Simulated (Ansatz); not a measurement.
`[CH3][Cd][Br]` + H–F → `[F][Cd][Br]` + CH₄  (ligand exchange at a Cd–C bond)

Computed with Ansatz on PBE0-D4/def2-TZVP structures; ΔE is electronic, products minus reactants. CCSD(T)/CBS adds triple-zeta CCSD(T) − MP2 to the extrapolated MP2 energy (def2 sets, frozen cores). This one scheme is used for every species. DFT in def2-TZVPP. B3LYP here is the variant with VWN-RPA as its local correlation; programs differ in this. HSE06 is defined as in plane-wave codes. def2 core potentials past Kr. For Br, Cd outer-core shells are correlated without core-valence functions, which leaves a few kJ/mol of doubt a bond. Scalar relativity is left out up to krypton.

```tsv
level	ΔE (kcal/mol)	difference from CCSD(T)/CBS
LDA (SPW92)	-6.6	3.6
PBE-D4	-10.4	-0.2
revPBE-D4	-10.9	-0.7
B97M-V	-15.0	-4.8
PBE0-D4	-9.7	0.5
B3LYP-D4	-12.0	-1.8
r2SCANh-D4	-11.6	-1.4
r2SCAN0-D4	-10.9	-0.7
HSE06-D4	-9.6	0.6
BHLYP-D4	-12.7	-2.5
CAM-B3LYP-D4	-12.9	-2.7
ωB97X-V	-13.0	-2.8
ωB97M-V	-11.3	-1.1
B2PLYP	-11.3	-1.1
PBE-QIDH	-8.9	1.3
PBE	-10.9	-0.7
revPBE	-12.0	-1.8
BLYP	-14.0	-3.8
r2SCAN	-12.3	-2.1
PBE0	-10.2	0.0
B3LYP	-13.0	-2.8
r2SCANh	-11.8	-1.6
r2SCAN0	-11.1	-0.9
HSE06	-10.1	0.1
BHLYP	-13.5	-3.3
CAM-B3LYP	-13.5	-3.3
LC-ωPBE	-13.5	-3.3
RPA@PBE/def2-TZVPP	-9.0	1.2
MP2/def2-SVP	-10.7	-0.5
CCSD/def2-SVP	-13.3	-3.1
CCSD(T)/def2-SVP	-12.8	-2.6
HF/def2-TZVPP	-17.1	-6.9
MP2/def2-TZVPP	-5.2	5.0
SCS-MP2/def2-TZVPP	-8.3	1.9
CCSD/def2-TZVPP	-9.2	1.0
CCSD(T)/def2-TZVPP	-8.2	2.0
HF/def2-QZVPP	-18.4	-8.2
MP2/def2-QZVPP	-6.9	3.3
HF/CBS(def2)	-18.6	-8.4
CCSD/CBS(def2)	-11.2	-1.0
CCSD(T)/CBS	-10.2	0
```

Largest T1 diagnostic among the species: 0.014.

From r2SCAN to r2SCAN0 (25 % exact exchange), in def2-TZVPP and without D4, ΔE moves by +1.3 kcal/mol. The D4 term adds +0.9 kcal/mol with B3LYP and +0.5 kcal/mol with PBE0; it sums over pairs of atoms, weighted by their polarisabilities, and B3LYP, whose exchange is more repulsive, gets the larger term.
